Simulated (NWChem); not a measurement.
System meant: C₂H₆O₂Si; SMILES [SiH2]1OC(O1)C

Here is an NWChem input.

```
start job
memory heap 200 mb stack 900 mb global 1100 mb
geometry units angstroms noautoz
  C      0.390789    -2.006214     0.000000
  C     -0.465400    -0.771374     0.000000
  O     -0.180505     0.093830    -1.104974
  Si     0.181783     1.316636     0.000000
  O     -0.180505     0.093830     1.104974
  H      1.455007    -1.729123     0.000000
  H      0.178632    -2.609442     0.894575
  H      0.178632    -2.609442    -0.894575
  H     -1.541476    -1.031447     0.000000
  H      1.590320     1.800026     0.000000
  H     -0.748891     2.479010     0.000000
end
basis spherical
  C library def2-svp
  O library def2-svp
  Si library def2-svp
  H library def2-svp
end
dft
  xc xpbe96 cpbe96
  iterations 4
  mulliken
end
task dft energy
```

End of the output:

```
    Atom       Charge   Shell Charges
 -----------   ------   -------------------------------------------------------
    1 C    6     6.07   1.96  0.59  0.30  1.92  1.24  0.07
    2 C    6     5.88   1.96  0.61  0.29  1.81  1.00  0.22
    3 O    8     8.27   1.97  0.94  0.62  2.72  1.99  0.02
    4 Si  14    13.45   2.00  1.93  0.65  0.33  5.81  1.22  0.90  0.60
    5 O    8     8.27   1.97  0.94  0.62  2.72  1.99  0.02
    6 H    1     0.97   0.63  0.27  0.07
    7 H    1     0.96   0.63  0.26  0.07
    8 H    1     0.96   0.63  0.26  0.07
    9 H    1     0.99   0.66  0.26  0.07
   10 H    1     1.10   0.65  0.43  0.03
   11 H    1     1.10   0.65  0.43  0.03

 center of mass
 --------------
 x =  -0.02250946 y =  -0.07524950 z =   0.00000000

 moments of inertia (a.u.)
 ------------------
         614.491582981381          -0.000000000000           0.000000000000
          -0.000000000000         195.602139980439           0.000000000000
           0.000000000000           0.000000000000         519.612032616296

     Multipole analysis of the density
     ---------------------------------

     L   x y z        total         alpha         beta         nuclear
     -   - - -        -----         -----         ----         -------
     0   0 0 0     -0.000000    -24.000000    -24.000000     48.000000

     1   1 0 0      0.100609      0.050305      0.050305     -0.000000
     1   0 1 0     -0.055181     -0.027591     -0.027591      0.000000
     1   0 0 1      0.000000      0.000000      0.000000      0.000000

     2   2 0 0    -27.462917    -33.097338    -33.097338     38.731758
     2   1 1 0     -0.724985     -1.150983     -1.150983      1.576982
     2   1 0 1      0.000000      0.000000      0.000000      0.000000
     2   0 2 0    -24.186744   -153.475789   -153.475789    282.764833
     2   0 1 1      0.000000      0.000000      0.000000      0.000000
     2   0 0 2    -30.723978    -53.101014    -53.101014     75.478049

 ------------------------------------------------------------------------
 dft energy failed                                                                                  0
 ------------------------------------------------------------------------
 ------------------------------------------------------------------------
  current input line :
    27: task dft energy
 ------------------------------------------------------------------------
 ------------------------------------------------------------------------
 This type of error is most commonly associated with calculations not reaching convergence criteria
 ------------------------------------------------------------------------
 For more information see the NWChem manual at https://nwchemgit.github.io

0:dft energy failed:Received an Error in Communication
```

Q: Find the fault in this run and fix the input.

A: The run did not converge; its last values are not results. Cause: the SCF was allowed too few iterations. This input runs:
```
start job
memory heap 200 mb stack 900 mb global 1100 mb
geometry units angstroms noautoz
  C      0.390789    -2.006214     0.000000
  C     -0.465400    -0.771374     0.000000
  O     -0.180505     0.093830    -1.104974
  Si     0.181783     1.316636     0.000000
  O     -0.180505     0.093830     1.104974
  H      1.455007    -1.729123     0.000000
  H      0.178632    -2.609442     0.894575
  H      0.178632    -2.609442    -0.894575
  H     -1.541476    -1.031447     0.000000
  H      1.590320     1.800026     0.000000
  H     -0.748891     2.479010     0.000000
end
basis spherical
  C library def2-svp
  O library def2-svp
  Si library def2-svp
  H library def2-svp
end
dft
  xc xpbe96 cpbe96
  iterations 150
  mulliken
end
task dft energy
```
It converges to -519.11581 Ha (PBE/def2-SVP).
